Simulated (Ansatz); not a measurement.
Gas-phase reaction R1 + R2 + 2 R3 → 3 P1 + P2, each structure at its B3LYP-D3(BJ)/def2-TZVP stationary point, reached from a drawn start (curvature not checked).
P1: H2 (SMILES [H][H]), charge 0, multiplicity 1.
R1: H2O (SMILES O), charge 0, multiplicity 1.
R2: HF (SMILES F), charge 0, multiplicity 1.
R3: SiH4 (SMILES [SiH4]), charge 0, multiplicity 1.
P2, FH5OSi2 (SMILES F[SiH2]O[SiH3]) (charge 0, multiplicity 1):
```csv
atom,x (Å),y (Å),z (Å)
Si,1.5560,-0.1835,-0.1296
O,-0.0239,-0.0570,-0.4590
Si,-1.5776,0.1343,0.0428
F,2.0830,1.1892,0.5032
H,2.2867,-0.4056,-1.3870
H,1.7911,-1.2389,0.8731
H,-1.7583,-0.4981,1.3698
H,-2.4625,-0.5159,-0.9458
H,-1.8945,1.5755,0.1324
```

P less R. No zero-point or thermal terms. One arrangement of each flexible species, with no search for the lowest.

Frozen-core correlation throughout.

The values were computed with Ansatz (Gaussian orbitals). All values are computed, each at the level named.

Total energies in hartree:

| structure | PBE/def2-TZVPP | r2SCAN/def2-TZVPP | CCSD(T)/cc-pV(Q+d)Z |
|---|---|---|---|
| P1 | -1.166122 | -1.171285 | -1.173794 |
| R1 | -76.380147 | -76.423173 | -76.359711 |
| R2 | -100.393473 | -100.446638 | -100.373106 |
| R3 | -291.721620 | -291.854203 | -291.452235 |
| P2 | -756.812641 | -757.174059 | -756.225781 |

Question: Work out the reaction energy at each level in kcal/mol (1 hartree = 627.50947 kcal/mol), and say how far PBE/def2-TZVPP lies from CCSD(T)/cc-pV(Q+d)Z.

Answer: 
- PBE/def2-TZVPP: 3 × (-1.166122) + (-756.812641) − (-76.380147) − (-100.393473) − 2 × (-291.721620) = -0.094147 hartree = -59.08 kcal/mol
- r2SCAN/def2-TZVPP: 3 × (-1.171285) + (-757.174059) − (-76.423173) − (-100.446638) − 2 × (-291.854203) = -0.109697 hartree = -68.84 kcal/mol
- CCSD(T)/cc-pV(Q+d)Z: 3 × (-1.173794) + (-756.225781) − (-76.359711) − (-100.373106) − 2 × (-291.452235) = -0.109876 hartree = -68.95 kcal/mol
PBE/def2-TZVPP less CCSD(T)/cc-pV(Q+d)Z: 9.87 kcal/mol. CCSD(T)/cc-pV(Q+d)Z is the level counted from, the highest shown, and no exact or measured value.

Ansatz is a first-principles code.
